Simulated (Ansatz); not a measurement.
`C#C[SiH](O)F` + `O[SiH](O)S[SiH3]` → `O[SiH](O)S[SiH](O)F` + `C#C[SiH3]`  (redistribution)

Program: Ansatz. Geometries: PBE0-D4/def2-TZVP. ΔE: electronic, gas phase. CBS: MP2 limit from def2 TZ/QZ plus the TZ coupled-cluster correction, frozen cores. DFT in def2-TZVPP. One conformer a species, not always the lowest.

```tsv
level	ΔE (eV)
r2SCAN-D4	-0.15
PBE0-D4	-0.14
ωB97M-V	-0.14
B2PLYP	-0.10
HF/def2-TZVPP	-0.01
HF/def2-QZVPP	0.00
MP2/def2-QZVPP	-0.11
HF/CBS(def2)	0.00
```

Task: What does CCSD(T)/CBS give? (Best estimate.)

Result: The calculation gave: -0.11 eV. The listed levels differ from it by -0.04, -0.03, -0.03, 0.01, 0.10, 0.11, 0.00, 0.11 eV.

Largest T1 diagnostic among the species: 0.013.

The D4 term adds −0.05 eV with B3LYP and −0.03 eV with PBE0; it sums over pairs of atoms, weighted by their polarisabilities, and B3LYP, whose exchange is more repulsive, gets the larger term. In def2-TZVPP, CCSD(T) changes the Hartree–Fock value by −0.10 eV (the triples alone add −0.02 eV) and MP2 by −0.10 eV.

B3LYP here is the variant with VWN-RPA as its local correlation; programs differ in this.
